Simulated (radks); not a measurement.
Species: Cd II. Configuration: [Kr] 4d8 5s1 5p2 (not the ground configuration). All-electron calculation, Dirac Kohn-Sham, PBEsol, spin-unpolarised, spherical densities, finite nucleus; open shells are shared between the two j in proportion to 2j + 1; Fermi nuclear charge, rms radius 4.6087 fm. Program: a radial shooting solver on a logarithmic mesh with Libxc functionals.

Spin-orbit splittings of the eigenvalues, e(l+1/2) - e(l-1/2), with zeta = 2 splitting/(2l+1) and mean radii in bohr:

shell  occ.  splitting (eV)  zeta (eV)  <r> j=l-1/2  <r> j=l+1/2
2p        6           192.3      128.2       0.1112       0.1164
3p        6           34.36      22.90       0.3495       0.3606
3d       10               ?          ?       0.3326       0.3362
4p        6           6.018      4.012       0.9266       0.9556
4d        8          0.8031     0.3213        1.176        1.189
5p        2          0.5279     0.3519        2.882        2.976

Estimate the 3d splitting.

Answer. 6.987 eV (zeta = 2.795 eV).
